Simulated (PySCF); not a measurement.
## Shapes and spin states of K₄

Level of theory: PySCF, PBE0, basis K def2-TZVP (no relativity, density fitting).

Relaxations began from a few typed shapes and spin states; open shells are unrestricted. The search is not exhaustive: other isomers or separated fragments can lie lower, and high-lying points may rest on an excited occupation.

Question: Order these stationary points by electronic energy, lowest first, in kJ/mol from the lowest minimum.
A. triplet D2d: K–K 4.303 Å (×4); K–K–K 76.2° (×4)
B. triplet C2v: K–K 4.009 Å, K–K 4.638 Å (×4), K–K 4.664 Å; K–K–K 51.2° (×2), K–K–K 59.8° (×4), K–K–K 60.4° (×2), K–K–K 64.4° (×4)
C. singlet D2h: K–K 4.036 Å, K–K 4.513 Å (×4); K–K–K 53.1° (×2), K–K–K 63.4° (×4), K–K–K 126.9° (×2)

Answer: C (0.0), A (10.5), B (19.6).

Question: Which of them are minima?

Answer: By energy in kJ/mol, 0.0: not settled, its softest mode being under 30 cm⁻¹; 10.5: not settled, its softest mode being under 30 cm⁻¹; 19.6: not settled, its softest mode being under 30 cm⁻¹.

For the lowest minimum: the small gap makes a closed-shell description doubtful.
